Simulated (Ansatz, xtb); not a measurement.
Species: GeBr, charge 0, multiplicity 2. SMILES: [Ge][Br]
Coordinates optimised at B3LYP-D3(BJ)/def2-TZVP (Ansatz, a program for electronic structure):
```xyz
2

Ge     0.0000     0.0000    -1.2291
Br     0.0000     0.0000     1.1237
```
Charge 0, spin multiplicity 2.

Harmonic wavenumbers from GFN2-xTB (xtb, at its own minimum), cm⁻¹: 278.

Q: Give the harmonic wavenumbers at B3LYP-D3(BJ)/def2-TZVP (Ansatz, finite differences of forces, unscaled).

A: 283 cm⁻¹. Zero-point energy 0.4 kcal/mol.

Q: From these and the geometry, give the ideal-gas thermochemistry at 298.15 K and 1 atm (rigid rotor, harmonic oscillator).

A: Point group C∞v, rotational symmetry number 1. Rotational constants 2.4, 2.4 GHz. S(trans) 40.98, S(rot) 17.60, S(vib) 1.51, S(elec, spin only) 1.38, S 61.5 cal/(mol K). H(298) - H(0) 2.35 kcal/mol; G - E(el) -15.6 kcal/mol.
